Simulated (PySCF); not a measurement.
Ligands exchanged one at a time, Al NH2-SH. Isolated molecules, 0 K electronic values unless said otherwise. One relaxed conformer stands for each flexible species; it need not be the lowest. Strings in code marks are SMILES.

Level of theory: PBE-D3(BJ)/def2-TZVP run with PySCF. Excitations are Tamm–Dancoff values on a coarser integration grid. The basis has no diffuse functions, so Rydberg states are missing or too high.

```json
[
 {"species": "0 of 3 NH2 replaced by SH", "HOMO (eV)": "-5.29", "S1–T1 gap (TDA) (eV)": "___"},
 {"species": "1 of 3 NH2 replaced by SH (`[NH2][Al]([SH])[NH2]` (N–Al–S–H torsion 162°))", "HOMO (eV)": "-5.67", "S1–T1 gap (TDA) (eV)": "0.26"},
 {"species": "2 of 3 NH2 replaced by SH (`[NH2][Al]([SH])[SH]` (S–Al–S–H torsion -16°, S–Al–S–H torsion -17°))", "HOMO (eV)": "___", "S1–T1 gap (TDA) (eV)": "0.26"},
 {"species": "3 of 3 NH2 replaced by SH", "HOMO (eV)": "-6.54", "S1–T1 gap (TDA) (eV)": "0.23"}
]
```

Problem. What belongs in the gaps?

Solution. 
- 0 of 3 NH2 replaced by SH, S1–T1 gap (TDA) (eV): 0.24
- 2 of 3 NH2 replaced by SH (`[NH2][Al]([SH])[SH]` (S–Al–S–H torsion -16°, S–Al–S–H torsion -17°)), HOMO (eV): -6.08
